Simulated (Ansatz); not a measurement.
Ge2O4⁻. Total charge -1; doublet. Geometry PBE-D4/def2-SVPD.

```xyz
6

Ge   -0.7278   -0.2676   -0.9560
Ge    0.5813    0.0534    1.3968
O     0.6022   -1.1559   -0.1604
O    -0.8553    0.9263    0.3666
O     1.9922    0.9596    1.7181
O    -1.5927   -0.5158   -2.3650
```

The structure comes from a short search, and lower isomers may exist.

Problem. Estimate the α-spin orbital energies around the gap (eV) in Ansatz with HF/def2-TZVPD, PBE-D4/def2-SVPD, PBE-D4/def2-TZVPD, r2SCAN-D4/def2-TZVPD, PBE0-D4/def2-TZVPD.

Solution. 
```
orbital  HF/def2-TZVPD  PBE-D4/def2-SVPD  PBE-D4/def2-TZVPD  r2SCAN-D4/def2-TZVPD  PBE0-D4/def2-TZVPD
 HOMO−9         -11.35             -5.26              -5.17                 -5.53               -6.78
 HOMO−8         -10.91             -5.03              -4.93                 -5.32               -6.63
 HOMO−7          -9.83             -4.36              -4.24                 -4.60               -5.81
 HOMO−6          -9.23             -3.48              -3.39                 -3.74               -5.02
 HOMO−5          -9.14             -3.36              -3.27                 -3.63               -4.92
 HOMO−4          -8.84             -3.20              -3.10                 -3.43               -4.60
 HOMO−3          -8.46             -2.84              -2.73                 -3.06               -4.30
 HOMO−2          -8.22             -2.51              -2.42                 -2.75               -3.98
 HOMO−1          -8.15             -2.22              -2.14                 -2.45               -3.67
   HOMO          -5.26             -1.18              -1.10                 -1.43               -2.30
   LUMO           4.46              1.39               1.45                  1.66                2.25
 LUMO+1           5.33              2.43               2.44                  2.64                3.25
 LUMO+2           5.41              3.27               3.11                  3.43                3.77
 LUMO+3           5.70              3.95               3.67                  4.30                4.14
 LUMO+4           6.02              4.17               3.92                  4.42                4.45
 LUMO+5           6.37              4.36               3.92                  4.56                4.53
 β HOMO          -5.74             -2.03              -1.96                 -2.23               -3.38
 β LUMO           4.01             -0.23              -0.16                  0.14                0.77
```
